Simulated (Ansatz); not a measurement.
C4H11B can be A, `CBC(C)C`, or B, `BC(C)(C)C`.

Computed with Ansatz on PBE0-D4/def2-TZVP structures; ΔE is electronic, products minus reactants. CBS: MP2 limit from def2 TZ/QZ plus the TZ coupled-cluster correction, frozen cores. DFT in def2-TZVPP. B3LYP here is the variant with VWN-RPA as its local correlation; programs differ in this. One conformer a species, not always the lowest.

A:

Z-matrix (Å, degrees):
```
C
B 1 1.557
H 1 1.101 2 106.6
H 1 1.094 2 112.1 3 113.9
H 1 1.092 2 115.9 3 -119.4
C 2 1.567 1 125.7 3 102.6
H 2 1.206 1 117.8 3 -73.2
C 6 1.531 2 112.4 1 140.7
C 6 1.524 2 116.6 1 10.2
H 6 1.108 2 101.0 1 -106.5
H 8 1.092 6 111.6 2 50.4
H 8 1.094 6 111.3 2 171.4
H 8 1.094 6 110.9 2 -69.5
H 9 1.094 6 111.5 2 -174.3
H 9 1.095 6 111.0 2 66.3
H 9 1.093 6 112.0 2 -53.7
```

B:

Z-matrix (Å, degrees):
```
C
C 1 1.551
C 1 1.525 2 109.0
B 1 1.555 2 97.5 3 -119.5
C 1 1.525 2 109.0 3 120.9
H 2 1.094 1 112.4 3 57.9
H 2 1.096 1 108.5 3 -60.7
H 2 1.094 1 112.4 3 -179.3
H 3 1.094 1 111.2 2 -178.9
H 3 1.093 1 111.5 2 -58.7
H 3 1.096 1 110.9 2 61.6
H 4 1.199 1 120.4 2 86.7
H 4 1.199 1 120.4 2 -86.9
H 5 1.093 1 111.2 2 178.8
H 5 1.096 1 110.9 2 -61.7
H 5 1.093 1 111.4 2 58.6
```

Q: Which is lower in electronic energy at CCSD(T)/CBS, and by how much? (Estimate.)

A: Ansatz gave: A, by 11.1 kcal/mol.

Q: Give E(B) − E(A) in kcal/mol with HF/def2-TZVPP, CCSD(T)/def2-SVP, PBE-D4, PBE0-D4, CCSD/def2-TZVPP, B3LYP-D4, B2PLYP. (Best estimate.)

A: Ansatz gave: HF/def2-TZVPP 12.5, CCSD(T)/def2-SVP 10.2, PBE-D4 12.8, PBE0-D4 12.7, CCSD/def2-TZVPP 11.1, B3LYP-D4 12.5, B2PLYP 12.3. None reverses the order clearly.

Q: Does the order hold for the free energy at 298.15 K (harmonic terms from PBE0-D4)? (An estimate is asked.)

A: Ansatz gave: Yes: G(B) − G(A) = +12.4 kcal/mol, for one conformer each. Modes under 60 cm⁻¹, often nearly free rotors, make the harmonic entropy too high.

Largest T1 diagnostic: 0.009.

From BLYP to BHLYP (50 % exact exchange), in def2-TZVPP and without D4, E(B) − E(A) moves by −0.9 kcal/mol. In def2-TZVPP, CCSD(T) changes the Hartree–Fock value by −1.8 kcal/mol (the triples alone add −0.4 kcal/mol) and MP2 by −2.4 kcal/mol.
